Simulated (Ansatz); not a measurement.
Geometry optimisation, Ansatz, RKS B3LYP/6-31G*.

Input file:

```yaml
crystal:
  periodic: [false, false, false]
  atoms:
    - { symbol: Al, position_ang: [0.0, 0.0, 0.0] }
    - { symbol: O, position_ang: [0.0, 0.0, 2.13] }
    - { symbol: H, position_ang: [-0.9095, -0.2814, 2.4671] }
    - { symbol: O, position_ang: [1.5415, 0.0, -0.89] }
    - { symbol: H, position_ang: [1.8414, -0.9519, -1.0449] }
    - { symbol: O, position_ang: [-1.5415, 0.0, -0.89] }
    - { symbol: H, position_ang: [-2.0512, -0.8467, -0.6815] }
    - { symbol: S, position_ang: [0.1147, 2.4267, 0.8072] }
    - { symbol: H, position_ang: [0.6673, 2.4659, 2.093] }
    - { symbol: H, position_ang: [0.0596, 1.2609, 1.9536] }
basis:
  gaussian: { orbitals: "6-31G*" }
hamiltonian:
  xc: b3lyp
relax:
  f_tol: 0.15
  max_steps: 25
  restrain:
    - { distance: [0, 7], at: 3.46, k: 30.0 }
    - { distance: [9, 1], at: 2.21, k: 30.0 }
    - { distance: [0, 1], at: 1.78, k: 30.0 }
    - { distance: [9, 7], at: 1.4, k: 30.0 }
```

Run as:

```bash
$ ansatz run input.yaml --threads 2 --pin off --max-ram 3072MiB --backend cpu --events-out ev --progress --plain --runs-dir out
```

Task: Where does it end, and by what steps?

Result: The forces met the threshold. The restraints hold the end off the free minimum. After 17 steps the energy has fallen by 2.225 eV (the restraints' own energy left out); H9 moved furthest, 1.17 Å. Parted: Al1–S8 (2.56 → 3.46 Å).

```json
{"step": "0", "energy less start (eV)": "0.0000", "largest force component (eV/Å)": "2.703", "accepted": "yes"}
{"step": "1", "energy less start (eV)": "0.2418", "largest force component (eV/Å)": "2.508", "accepted": "yes"}
{"step": "2", "energy less start (eV)": "0.1657", "largest force component (eV/Å)": "2.227", "accepted": "yes"}
{"step": "3", "energy less start (eV)": "-0.7245", "largest force component (eV/Å)": "1.806", "accepted": "yes"}
{"step": "4", "energy less start (eV)": "-1.5097", "largest force component (eV/Å)": "1.437", "accepted": "yes"}
{"step": "5", "energy less start (eV)": "-1.7990", "largest force component (eV/Å)": "1.293", "accepted": "yes"}
{"step": "6", "energy less start (eV)": "-1.9669", "largest force component (eV/Å)": "0.897", "accepted": "yes"}
{"step": "7", "energy less start (eV)": "-2.0341", "largest force component (eV/Å)": "0.747", "accepted": "yes"}
{"step": "8", "energy less start (eV)": "-2.0990", "largest force component (eV/Å)": "0.711", "accepted": "yes"}
{"step": "9", "energy less start (eV)": "-2.1534", "largest force component (eV/Å)": "0.869", "accepted": "yes"}
{"step": "10", "energy less start (eV)": "-2.0994", "largest force component (eV/Å)": "2.321", "accepted": "no"}
{"step": "11", "energy less start (eV)": "-2.1788", "largest force component (eV/Å)": "0.804", "accepted": "yes"}
{"step": "12", "energy less start (eV)": "-2.1991", "largest force component (eV/Å)": "0.801", "accepted": "yes"}
{"step": "13", "energy less start (eV)": "-2.2130", "largest force component (eV/Å)": "0.803", "accepted": "yes"}
{"step": "14", "energy less start (eV)": "-2.1632", "largest force component (eV/Å)": "1.740", "accepted": "no"}
{"step": "15", "energy less start (eV)": "-2.2203", "largest force component (eV/Å)": "0.790", "accepted": "yes"}
{"step": "16", "energy less start (eV)": "-2.2166", "largest force component (eV/Å)": "0.809", "accepted": "no"}
{"step": "17", "energy less start (eV)": "-2.2253", "largest force component (eV/Å)": "0.808", "accepted": "yes"}
```

```xyz
10
Properties=species:S:1:pos:R:3
Al -0.063 -0.368 0.205
O -0.363 -0.402 1.934
H -1.197 -0.766 2.257
O 1.572 -0.207 -0.255
H 1.771 -0.202 -1.200
O -1.249 -0.667 -0.990
H -2.195 -0.642 -0.805
S 0.084 2.877 1.385
H 1.408 2.683 1.215
H -0.046 1.769 2.199
```

The run took 86 s on 2 threads of Intel(R) Xeon(R) Platinum 8175M CPU @ 2.50GHz (Skylake/Cascade Lake), with other jobs on the host, peak memory 0.22 GiB.
